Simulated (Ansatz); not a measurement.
Reaction (cleavage of the B–Si bond): `NB[SiH2][SiH3]` + `OCF` → `NBOCF` + `[SiH3][SiH3]`

Calculated with Ansatz (gas phase, PBE0-D4/def2-TZVP geometries, no zero-point term in ΔE). CCSD(T)/CBS is the MP2 limit (def2-TZVPP, def2-QZVPP) plus CCSD(T) − MP2 in def2-TZVPP, frozen cores. Functionals use def2-TZVPP. One conformer a species, not always the lowest.

```csv
level,ΔE (kJ/mol)
r2SCAN-D4,-122.7
HF/def2-TZVPP,-148.1
SCS-MP2/def2-TZVPP,-130.3
MP2/CBS(def2),-125.9
```

What does CCSD(T)/CBS give? (Best estimate.)

Ansatz gave: -122.6 kJ/mol. The listed levels differ from it by -0.1, -25.5, -7.7, -3.3 kJ/mol.

Largest T1 diagnostic among the species: 0.014.

From PBE to PBE0 (25 % exact exchange), in def2-TZVPP and without D4, ΔE moves by −5.8 kJ/mol. In def2-TZVPP, CCSD(T) changes the Hartree–Fock value by +24.0 kJ/mol (the triples alone add +3.2 kJ/mol) and MP2 by +20.6 kJ/mol.
